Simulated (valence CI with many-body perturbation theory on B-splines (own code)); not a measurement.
Which ion has this spectrum?

A relativistic CI+MBPT calculation for an atom or ion with 13 electrons gives these levels (cm⁻¹):

| J | Parity | E | g |
| --- | --- | --- | --- |
| 1/2 | odd | 0 | 0.66 |
| 3/2 | odd | 347307 | 1.33 |
| 1/2 | even | 652708 | 2.42 |
| 3/2 | even | 897391 | 1.69 |
| 5/2 | even | 967817 | 1.41 |
| 3/2 | even | 1073373 | 0.90 |
| 1/2 | even | 1143391 | 1.15 |
| 5/2 | even | 1272463 | 1.36 |
| 3/2 | even | 1385419 | 0.91 |
| 1/2 | even | 1493379 | 1.76 |
| 5/2 | even | 1493410 | 1.21 |
| 3/2 | even | 1534303 | 1.16 |
| 3/2 | odd | 1759496 | 1.24 |
| 3/2 | odd | 1865982 | 0.52 |

The energies are calculated, and their last digits are not significant.

Question: Which is it?
A. Sn37+
B. Ru31+
C. Ag34+
D. Cd35+

Answer: C. Ag34+, ground level (3s^2 3p1/2) J=1/2.
